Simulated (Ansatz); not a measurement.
An input meant for Mg2S2⁻ (charge -1, doublet).

```yaml
crystal:
  periodic: [false, false, false]
  atoms:
    - {symbol: Mg, position_ang: [-0.486338, 1.109686, -0.679615]}
    - {symbol: Mg, position_ang: [0.486503, -1.109653, 0.679728]}
    - {symbol: S, position_ang: [-1.321301, 0.250274, 1.354142]}
    - {symbol: S, position_ang: [1.321146, -0.250307, -1.354254]}
basis:
  gaussian: {orbitals: x2c-TZVPPall}
total_charge: 2
hamiltonian: {xc: {name: PBE0}}
scf: {omitted_lower_state_checks: [starts]}
```

```sh
$ ansatz run in.yaml --threads 4 --pin off --events-out ev --progress --plain --max-ram 3916MiB
```

Shortened log:

```
Functional definition: PBE0
1190 factors; their error is unknown
mean field evaluation 1: about -32598.5635 eV, gradient 4.8e1 eV
mean field evaluation 2: about -32599.1845 eV, gradient 4.7e1 eV
mean field evaluation 4: about -32604.4088 eV, gradient 4.4e0 eV
mean field evaluation 8: about -32604.4774 eV, gradient 2.1e-1 eV
mean field evaluation 16: about -32604.5702 eV, gradient 6.4e-5 eV
mean field -32604.57020690 eV, -1198.1958549320 hartree, gradient 1.7e-5 eV, S^2 0.000000; 0 other end points of the search recorded, 0 dependent functions left out
reference -32604.57025266 eV, -1198.1958566137 hartree; 27, 27 occupied and 121, 121 virtual orbitals, 1190 factors
Total energy: -32604.57025266 eV, -1198.1958566137 hartree
Relativity: scalar
Checks for a lower state left out: starts
```

In this input the charge is far from what the species holds (2 typed, -1 meant). The run converged. The result belongs to that input, not to the species as meant.

DK, ANO-RCC and x2c sets are all-electron and run with scalar relativity unless a key says otherwise.
